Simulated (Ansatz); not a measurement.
Born–Oppenheimer molecular dynamics of FH6N3Si (11 atoms, charge 0, multiplicity 1). It starts from a relaxed structure.

Computed with RKS CAM-B3LYP/STO-3G in Ansatz.

```
ensemble                      : NVE (velocity Verlet)
time step                     : 0.5 fs
steps asked                   : 150
starting velocities drawn for : 300 K
seed                          : 650463
```

First frame:

```xyz
11
Properties=species:S:1:pos:R:3
Si -0.028 0.008 -0.041
F -0.067 -0.093 1.577
N 1.646 0.117 -0.447
H 2.309 -0.584 -0.076
H 1.899 0.340 -1.424
N -0.744 1.392 -0.765
H -1.771 1.497 -0.710
H -0.297 2.311 -0.616
N -0.979 -1.324 -0.594
H -0.785 -2.270 -0.224
H -1.177 -1.393 -1.606
```

(1) How far do the bonds stretch over the last three quarters of this one trajectory? (Pairs bonded in most of those frames.)

Answers

(1) 
```tsv
bond	mean (Å)	spread (Å)	shortest	longest
Si1–F2	1.621	0.019	1.59	1.66
Si1–N3	1.733	0.041	1.67	1.80
Si1–N6	1.728	0.014	1.70	1.75
Si1–N9	1.726	0.022	1.69	1.76
N3–H4	1.037	0.024	1.00	1.08
N3–H5	1.035	0.022	0.99	1.07
N6–H7	1.036	0.024	1.00	1.08
N6–H8	1.036	0.025	0.99	1.09
N9–H10	1.034	0.006	1.02	1.05
N9–H11	1.034	0.006	1.02	1.05
```

Mean temperature of the second half: 156 K. The conserved energy stayed within 0.39 meV per atom of its start (net change 0.18 meV per atom), so the integration is sound. Over the second half the temperature averaged 0.52 of the 300 K drawn at the start: a run that starts near a minimum puts about half its kinetic energy into the potential. A run of 0.075 ps of so small a system gives no equilibrium averages. Limits of this set-up: minimal basis.

Time of the run: 5.2 min on 1 thread of Arm Neoverse V2, on a shared host, peak memory 0.1 GiB.
